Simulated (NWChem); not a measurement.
System: TiH₃O₃F; SMILES [OH][Ti]([OH])([OH])[F]

The following NWChem deck was run.

```
start job
memory heap 200 mb stack 900 mb global 1100 mb
geometry units angstroms noautosym nocenter noautoz
  Ti    -0.000053     0.070242     0.000423
  F      0.034714     1.827062    -0.007623
  O      1.390676    -0.543714    -0.913663
  H      2.177239    -1.036231    -0.662653
  O      0.079914    -0.507478     1.675438
  H     -0.542831    -0.965600     2.246710
  O     -1.505957    -0.485613    -0.755198
  H     -1.692569    -0.958938    -1.570946
end
basis spherical
  * library def2-svpd
end
dft
  xc xcamb88 1.00 lyp 0.81 vwn_5 0.19 hfexch 1.00
  cam 0.33 cam_alpha 0.19 cam_beta 0.46
  iterations 150
end
property
  response 1 0.0
end
task dft property
```

Excerpt of the output:

```
             Northwest Computational Chemistry Package (NWChem) 7.3.0
             --------------------------------------------------------

                             Geometry "geometry" -> ""
                             -------------------------

 Output coordinates in angstroms (scale by  1.889725989 to convert to a.u.)

  No.       Tag          Charge          X              Y              Z
 ---- ---------------- ---------- -------------- -------------- --------------
    1 Ti                  22.0000    -0.00005300     0.07024200     0.00042300
    2 F                    9.0000     0.03471400     1.82706200    -0.00762300
    3 O                    8.0000     1.39067600    -0.54371400    -0.91366300
    4 H                    1.0000     2.17723900    -1.03623100    -0.66265300
    5 O                    8.0000     0.07991400    -0.50747800     1.67543800
    6 H                    1.0000    -0.54283100    -0.96560000     2.24671000
    7 O                    8.0000    -1.50595700    -0.48561300    -0.75519800
    8 H                    1.0000    -1.69256900    -0.95893800    -1.57094600

 Effective nuclear repulsion energy (a.u.)     330.6045826107

                              NWChem Property Module
                              ----------------------

                                 NWChem DFT Module
                                 -----------------

 Summary of "ao basis" -> "ao basis" (spherical)
 ------------------------------------------------------------------------------
       Tag                 Description            Shells   Functions and Types
 ---------------- ------------------------------  ------  ---------------------
 Ti                        def2-svpd                12       34   5s4p2d1f
 F                         def2-svpd                 9       23   4s3p2d
 O                         def2-svpd                 9       23   4s3p2d
 H                         def2-svpd                 4        8   2s2p

            General Information
            -------------------
          SCF calculation type: DFT
          Wavefunction type:  closed shell.
          No. of atoms     :     8
          No. of electrons :    58
           Alpha electrons :    29
            Beta electrons :    29
          Charge           :     0
          Spin multiplicity:     1
          Use of symmetry is: off; symmetry adaption is: off
          Maximum number of iterations: 150
          AO basis - number of functions:   150
                     number of shells:    60
          Convergence on energy requested:  1.00D-06
          Convergence on density requested:  1.00D-05
          Convergence on gradient requested:  5.00D-04

              XC Information
              --------------
                     Hartree-Fock (Exact) Exchange  1.000
                   CAM-Becke88 Exchange Functional  1.000
                      VWN V Correlation Functional  0.190 local
              Lee-Yang-Parr Correlation Functional  0.810

           Range-Separation Parameters
           ---------------------------
           Alpha           :  0.19
           Beta            :  0.46
           Gamma           :  0.33
           Short-Range HF  :     F

             Grid Information
             ----------------
          Grid used for XC integration:  medium
          Radial quadrature: Mura-Knowles
          Angular quadrature: Lebedev.
          Tag              B.-S. Rad. Rad. Pts. Rad. Cut. Ang. Pts.
          ---              ---------- --------- --------- ---------
          Ti                  1.40      112          10.0       590
          F                   0.50       49          11.0       434
          O                   0.60       49          11.0       434
          H                   0.35       45          12.0       434
          Grid pruning is: on
          Number of quadrature shells:   443
          Spatial weights used:  Erf1

      Superposition of Atomic Density Guess
      -------------------------------------

 Sum of atomic energies:       -1173.13666741

      Non-variational initial energy
      ------------------------------

 Total energy =   -1173.491567
 1-e energy   =   -2268.964705
 2-e energy   =     764.868556
 HOMO         =      -0.529165
 LUMO         =      -0.048909

   convergence    iter        energy       DeltaE   RMS-Dens  Diis-err
 ---------------- ----- ----------------- --------- --------- ---------
 d= 0,ls=0.0,diis     1  -1176.1720275244 -1.51D+03  3.38D-02  3.64D+00
 d= 0,ls=0.0,diis     2  -1169.8737684898  6.30D+00  2.00D-02  8.97D+01
 d= 0,ls=0.0,diis     3  -1176.5449005958 -6.67D+00  3.50D-03  1.23D+00
 d= 0,ls=0.0,diis     4  -1176.6330818889 -8.82D-02  1.32D-03  1.24D-01
 d= 0,ls=0.0,diis     5  -1176.6452406969 -1.22D-02  4.67D-04  1.20D-02
  Resetting Diis
 d= 0,ls=0.0,diis     6  -1176.6461673521 -9.27D-04  1.66D-04  1.46D-03
 d= 0,ls=0.0,diis     7  -1176.6463013382 -1.34D-04  4.45D-05  1.51D-05
 d= 0,ls=0.0,diis     8  -1176.6463001995  1.14D-06  2.15D-05  3.43D-05
 d= 0,ls=0.0,diis     9  -1176.6463034379 -3.24D-06  7.43D-06  1.25D-06
 d= 0,ls=0.0,diis    10  -1176.6463035937 -1.56D-07  2.42D-06  1.32D-07

         Total DFT energy =    -1176.646303593670
      One electron energy =    -2273.891319347228
           Coulomb energy =      845.967239419721
    Exchange-Corr. energy =      -79.326806276885
 Nuclear repulsion energy =      330.604582610721

 Numeric. integr. density =       58.000007103024

                       DFT Final Molecular Orbital Analysis
                       ------------------------------------

 Vector   27  Occ=2.000000D+00  E=-4.141482D-01
              MO Center=  5.7D-01, -2.4D-01,  1.6D-01, r^2= 3.3D+00
   Bfn.  Coefficient  Atom+Function         Bfn.  Coefficient  Atom+Function
  ----- ------------  ---------------      ----- ------------  ---------------
    63      0.365269  3 O  py                94     -0.337504  5 O  py
    66      0.251189  3 O  py                97     -0.233161  5 O  py
    62      0.192165  3 O  px                41     -0.179332  2 F  pz
    39      0.143550  2 F  px                65      0.132810  3 O  px
   124      0.126822  7 O  px                44      0.122875  2 F  pz

 Vector   28  Occ=2.000000D+00  E=-4.139320D-01
              MO Center= -5.8D-01, -2.2D-01, -1.6D-01, r^2= 3.3D+00
   Bfn.  Coefficient  Atom+Function         Bfn.  Coefficient  Atom+Function
  ----- ------------  ---------------      ----- ------------  ---------------
   125      0.408477  7 O  py               128      0.281387  7 O  py
    94     -0.236064  5 O  py                39     -0.178873  2 F  px
    63     -0.169583  3 O  py                95     -0.162452  5 O  pz
    97     -0.162095  5 O  py               126     -0.162881  7 O  pz
    41     -0.142954  2 F  pz               124     -0.123788  7 O  px

 Vector   29  Occ=2.000000D+00  E=-4.107506D-01
              MO Center= -2.6D-02, -5.2D-01,  7.1D-03, r^2= 3.6D+00
   Bfn.  Coefficient  Atom+Function         Bfn.  Coefficient  Atom+Function
  ----- ------------  ---------------      ----- ------------  ---------------
     4      0.382259  1 Ti s                 64      0.353838  3 O  pz
    93     -0.315076  5 O  px               124      0.304571  7 O  px
    67      0.240513  3 O  pz               127      0.211417  7 O  px
    96     -0.209767  5 O  px               126     -0.192054  7 O  pz
    92     -0.174262  5 O  s                 61     -0.171526  3 O  s

 Vector   30  Occ=0.000000D+00  E=-1.756949D-02
              MO Center= -4.2D-02, -4.1D-02,  3.1D-02, r^2= 1.7D+00
   Bfn.  Coefficient  Atom+Function         Bfn.  Coefficient  Atom+Function
  ----- ------------  ---------------      ----- ------------  ---------------
    21      0.519798  1 Ti d  1              18      0.516555  1 Ti d -2
    26      0.198998  1 Ti d  1              19     -0.190333  1 Ti d -1
    23      0.187822  1 Ti d -2              20     -0.184650  1 Ti d  0
    22      0.129978  1 Ti d  2              63     -0.119314  3 O  py
   125      0.113795  7 O  py               112     -0.104722  6 H  s

 Vector   31  Occ=0.000000D+00  E=-1.753559D-02
              MO Center=  3.8D-02, -4.3D-02, -3.0D-02, r^2= 1.6D+00
   Bfn.  Coefficient  Atom+Function         Bfn.  Coefficient  Atom+Function
  ----- ------------  ---------------      ----- ------------  ---------------
    19      0.529427  1 Ti d -1              20      0.441387  1 Ti d  0
    22     -0.251380  1 Ti d  2              18      0.210753  1 Ti d -2
    21      0.204154  1 Ti d  1              24      0.192733  1 Ti d -1
    25      0.169136  1 Ti d  0              94     -0.137660  5 O  py
    64      0.118432  3 O  pz                97     -0.109452  5 O  py

 Vector   32  Occ=0.000000D+00  E= 3.427455D-03
              MO Center= -1.8D-02, -1.2D+00,  7.5D-03, r^2= 1.2D+01
   Bfn.  Coefficient  Atom+Function         Bfn.  Coefficient  Atom+Function
  ----- ------------  ---------------      ----- ------------  ---------------
     4      1.970230  1 Ti s                  5      1.582388  1 Ti s
    61     -1.206086  3 O  s                 92     -1.205907  5 O  s
   123     -1.202191  7 O  s                 16     -0.719962  1 Ti py
    82      0.323802  4 H  s                113      0.322693  6 H  s
   144      0.323354  8 H  s                101      0.264896  5 O  pz

     Multipole analysis of the density
     ---------------------------------

     L   x y z        total         alpha         beta         nuclear
     -   - - -        -----         -----         ----         -------
     0   0 0 0     -0.000000    -29.000000    -29.000000     58.000000

     1   1 0 0     -0.021924      0.017230      0.017230     -0.056384
     1   0 1 0     -1.319441     -3.242667     -3.242667      5.165893
     1   0 0 1      0.008619     -0.001762     -0.001762      0.012143

     2   2 0 0    -26.568958    -87.521282    -87.521282    148.473607
     2   1 1 0     -0.098060      0.060128      0.060128     -0.218317
     2   1 0 1     -0.011721     -0.003779     -0.003779     -0.004163
     2   0 2 0    -30.463384    -85.562906    -85.562906    140.662428
     2   0 1 1      0.020819      0.001407      0.001407      0.018005
     2   0 0 2    -26.493867    -87.619322    -87.619322    148.744777

 *** CALLING NEW AORESP DRIVER FOR CLOSED AND OPEN SHELLS ***
 Entering AOResponse driver routine

--------------------------------------------------------------------------------

          -----------------------------------------------
          Solving response equations for perturbing field
          -----------------------------------------------

 number of frequencies:     1
 frequency in a.u.:  0.0000000E+00
 Perturbing field: electric
 Using El. Dipole Length Gauge

 Setting up CPKS with frequency omega =      0.00000000 a.u.

 STATIC response

                                NWChem CPHF Module
                                ------------------

  scftype          =     RHF
  nclosed          =       29
  nopen            =        0
  variables        =     3509
  # of vectors     =        3
  tolerance        = 0.10D-03
  level shift      = 0.00D+00
  max iterations   =       50
  max subspace     =       30

 SCF residual:    3.4088234905394187E-004

Iterative solution of linear equations
  No. of variables     3509
  No. of equations        3
  Maximum subspace       30
        Iterations       50
       Convergence  1.0D-04

   iter   nsub   residual    time
   ----  ------  --------  ---------
     1      3    2.03D+00     198.8
     2      6    1.73D+00     220.5
     3      9    2.66D-01     243.1
     4     12    1.72D-01     265.0
     5     15    7.69D-02     286.9
     6     18    8.67D-03     309.2
     7     21    6.13D-03     330.8
     8     24    1.43D-03     352.4
     9     27    1.20D-04     373.6
    10     30    3.20D-05     396.1

 Electric Dipole Response Matrix (nonzero elements):

              1        2        3
    1   49.3008  -0.1218   0.0004
    2   -0.1218  43.6791   0.0255
    3    0.0004   0.0255  49.3459

 ------------------------------------------
 average:        47.44195 + I       0.00000

 DFT Linear Response polarizability / au
 Frequency  =       0.0000000 / au
              X              Y              Z
 -----------------------------------------------
 X      49.3008328     -0.1217636      0.0004302
 Y      -0.1217669     43.6790702      0.0255125
 Z       0.0004294      0.0255147     49.3459449
 -----------------------------------------------
 Eigenvalues =      49.3034686     43.6763193     49.3460601
 Isotropic   =      47.4419493
 Anisotropic =       5.6485655
 -----------------------------------------------

 Magnetic Dipole Response Matrix (nonzero elements):

 Exiting AOResponse driver routine
```

Level: CAM-B3LYP/def2-SVPD. All runs use the structure optimised with PBE0/def2-SVP.
